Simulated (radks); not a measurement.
Task: The mean radii <r> (bohr) of the occupied orbitals of an atom or ion are listed with their occupations. Calculated with a radial shooting solver on a logarithmic mesh with Libxc functionals: Dirac Kohn-Sham, XLYP, spin-unpolarised, spherical densities, point nucleus.

orbital  occ.      <r>
1s1/2       2  0.02971
2s1/2       2   0.1281
2p1/2       2   0.1084
2p3/2       4   0.1137
3s1/2       2   0.3484
3p1/2       2   0.3394
3p3/2       4   0.3505
3d3/2       4   0.3223
3d5/2       6   0.3258
4s1/2       2   0.8473
4p1/2       2   0.8997
4p3/2       4   0.9298
4d3/2       4    1.145
4d5/2       6    1.160

Name the element and its charge. Open shells, if any, fill j = l - 1/2 first.

Result: Z = 49, indium, charge +3: In3+ in [Kr] 4d10. The 1s radius gives Z: for a bare nucleus <r> = (2 gamma + 1)/(2Z) with gamma = sqrt(1 - (Z/c)^2), 0.02926 bohr for Z = 49, and screening makes it slightly larger (0.02971 here). The occupations add up to 46, and the charge is Z minus that.
